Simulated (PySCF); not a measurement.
A small calculation by hand: oscillator strength and radiative lifetime

CH6ClFSi2, SMILES [Si@@H](Cl)(C[SiH3])F.

Coordinates come from a PBE0-D3(BJ)/def2-SVP optimisation. The structure was generated by enumeration; whether it is a known compound was not checked. One conformer was computed; it need not be the lowest.

TDA-PBE/def2-SVPD run with PySCF puts the first singlet state with f over 0.02 at 7.36 eV (vertical), with the transition dipole (-0.427, -0.221, 0.082) in atomic units.

Question: Find the oscillator strength, the wavelength and the radiative lifetime that this transition would have in vacuum if emission retraced absorption.

Answer: 
|μ|² = 0.2379 au, so |μ| = 1.24 D. ΔE = 7.36/27.211 = 0.2705 hartree. f = (2/3) ΔE |μ|² = 0.043 (the program prints 0.043).
λ = 1239.84/7.36 = 168 nm; ν = 59362 cm⁻¹.
Einstein's coefficient A = 0.6670 ν² f s⁻¹ (ν in cm⁻¹) = 1.0e8 s⁻¹, so τ = 1/A = 9.9 ns. This state is S3; the lower singlets have f = 0.003, 0.004. The figure is the radiative limit of this one transition; relaxation, internal conversion, crossing to triplets and a medium change what is measured.
